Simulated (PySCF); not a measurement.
**N²⁺ (nitrogen, charge +2) across methods**

[He] 2s2 2p1, 2P determinant. Computed with PySCF 2.14 in cc-pV5Z, with the non-relativistic Hamiltonian (point nucleus).

```csv
method,E (hartree),mean ε 2s α (eV),mean ε 2s β (eV),mean ε 2p α (eV),Σ⟨r²⟩ (bohr²),⟨S²⟩
PBE0,-52.9068,-52.185,-49.704,-41.265,4.957,0.752
r2SCAN,-52.9319,-50.361,-48.079,-39.786,4.954,0.753
M06,-52.9414,-51.902,-49.757,-41.003,4.940,0.751
CAM-B3LYP,-52.9423,-53.723,-51.270,-42.940,4.979,0.752
LDA,-52.4802,-49.571,-47.587,-38.585,5.001,0.751
UHF,-52.82048,-58.751,-54.132,-48.043,4.968,0.754
PBEsol,-52.6886,-49.558,-47.573,-38.582,4.983,0.751
PBE,-52.8951,-49.714,-47.783,-38.837,4.967,0.751
```

Estimate the same row for MN15.

E (hartree) = -52.9253; mean ε 2s α (eV) = -52.711; mean ε 2s β (eV) = -50.644; mean ε 2p α (eV) = -41.856; Σ⟨r²⟩ (bohr²) = 4.956; ⟨S²⟩ = 0.751.
